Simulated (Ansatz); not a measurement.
Basis-set extrapolation for `NB(N)Cl` (PBE0-D4/def2-TZVP geometry, frozen core, the Gaussian-basis code of Ansatz). Multiplicity 1, RHF reference.

|  | def2-TZVPP | def2-QZVPP |
| --- | --- | --- |
| HF | -595.626174 | -595.645637 |
| MP2 correlation | -0.713828 | -0.771109 |
| CCSD(T) correlation | -0.776726 | not run |

Energies in hartree. Use E(X) = E(∞) + A·exp(−7.88·√X) for Hartree–Fock and E(X) = E(∞) + B·X^(−2.97) for correlation, with X = 3 and 4, and add CCSD(T) minus MP2 of the smaller set to the MP2 limit.

What is the CCSD(T) energy at the basis-set limit?

HF limit: -595.645637 + (-0.019463) × 0.13774 = -595.64832. MP2 limit: -0.771109 + (-0.057281) × 0.74074 = -0.81354. Higher-order term: -0.776726 − (-0.713828) = -0.06290. Total: -596.52476 hartree, 76.5 kcal/mol below CCSD(T)/def2-TZVPP.
